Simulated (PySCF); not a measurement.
Sn(F)3(OMe) (CH3F3OSn), SMILES C[O][Sn]([F])([F])[F].

Geometry optimised at PBE0-D3(BJ)/def2-SVP. The structure was generated by enumeration; whether it is a known compound was not checked. The def2 effective core potentials stand for the cores of Sn; spin–orbit coupling is left out. One conformer was computed; it need not be the lowest.

Calculation: PySCF with PBE0/def2-TZVP.

Isolated molecule, no solvent.

Computed frontier levels, gap, dipole moment and polarisability:
The highest occupied level is -9.19 eV. The lowest empty level comes out as -3.21 eV. The orbital gap comes out as 5.97 eV. The dipole moment comes out as 2.82 D, the quadrupole, principal values (traceless, Buckingham form, about the centre of nuclear charge) is -4.74, -3.35, 8.09 D·Å and the mean static polarisability comes out as 48.1 bohr³ (7.12 Å³). The polarisability, principal values is 43.0, 43.4, 57.9 bohr³.
